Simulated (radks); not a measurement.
Results of a calculation; reference values are marked as such.
Question: Valence configurations of neutral carbon (all share [He]). Level of theory: scalar-relativistic Kohn-Sham, r2SCAN, spin-polarised, spherical densities, finite nucleus; open shells are filled with parallel spins first; meta-GGA in the generalised Kohn-Sham scheme; Fermi nuclear charge, rms radius 2.4702 fm (a radial shooting solver on a logarithmic mesh with Libxc functionals). Order these by energy: 2s1 2p3; 2s0.5 2p3.5; 2s2 2p2; 2p4; 2s1.5 2p2.5.

Answer: From the lowest, in eV above it: 2s2 2p2 0.000; 2s1.5 2p2.5 2.228; 2s1 2p3 3.134; 2s0.5 2p3.5 11.110; 2p4 18.220. NIST lists [He] 2s2 2p2 as the ground configuration; this level of theory agrees among the configurations tried. The energies are those of spherical high-spin densities, not of single terms.
